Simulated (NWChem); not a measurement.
Molecule: SiNH4OBr; SMILES N[SiH](O)Br

```xyz
8

Si    -0.0449    -1.0269    -0.3905
N      1.3149    -1.7426     0.3349
O     -1.3821    -1.5502     0.4271
Br    -0.1331     1.2293    -0.2900
H     -0.0209    -1.3459    -1.8378
H      2.1898    -1.8234    -0.1689
H      1.4478    -1.7262     1.3397
H     -2.0947    -0.9087     0.5086
```
Atoms are numbered in this order, from 1.

Program: NWChem. Pople sets run with spherical d functions. Geometry: optimised at PBE0/def2-SVP. B3LYP is NWChem's, with the RPA form of VWN correlation. GIAO values for the isolated, static molecule; σ is the absolute isotropic shielding, δ = σ(reference) − σ with the isolated reference molecule computed at the same levels (1H: tetramethylsilane, 15N: ammonia, 17O: water). Spin-orbit effects, on the heavy nuclei and on their neighbours, are missing.

For level B3LYP/6-31G*:

```yaml
"δ N2 (ppm)": 30.2
"δ O3 (ppm)": 59.1
"σ Br4 (ppm)": 2503.7
"δ H5 (ppm)": 5.62
"δ H6 (ppm)": 0.65
"δ H7 (ppm)": 0.78
"δ H8 (ppm)": 1.21
```

### Question
How do the values read with level PBE0/pcSseg-1 instead?

### Answer
The δ N2 (ppm) is 41.6. The δ O3 (ppm) comes out as 74.6 and the σ Br4 (ppm) comes out as 2449.6. The δ H5 (ppm) is 5.47 and the δ H6 (ppm) comes out as 1.17. The δ H7 (ppm) is 1.36. The δ H8 (ppm) comes out as 1.54.
